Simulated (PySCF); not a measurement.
**Working out the ionisation energy of Ru**

Ru [Kr] 4d7 5s1 (5F) → Ru⁺ [Kr] 4d7 (4F). Calculation: PySCF 2.14, in aug-cc-pwCVTZ-PP with ECP28MDF; a scalar-relativistic core potential. Frozen: nothing. Energies in hartree (1 hartree = 27.21139 eV):

```csv
part,Ru (lower),Ru⁺ (upper)
UHF,-93.816302,-93.585154
MP2 opposite-spin,-0.392521,-0.373292
MP2 same-spin,-0.181737,-0.159100
```

Q: What does Hartree-Fock give?

A: (-93.585154) − (-93.816302) = 0.231148 hartree = 6.290 eV.

Q: What do MP2 and SCS-MP2 (6/5 opposite-spin, 1/3 same-spin) give?

A: The opposite-spin parts differ by 0.523 eV and the same-spin parts by 0.616 eV. MP2: 6.290 + (0.523) + (0.616) = 7.429 eV. SCS-MP2: 6.290 + 1.2 × (0.523) + (0.616)/3 = 7.123 eV.

Measured between the centres of the two terms (NIST): 7.365 eV, so MP2 (valence and next inner shell) is off by 0.064 eV.

What remains against the reference includes basis incompleteness and correlation beyond second order.
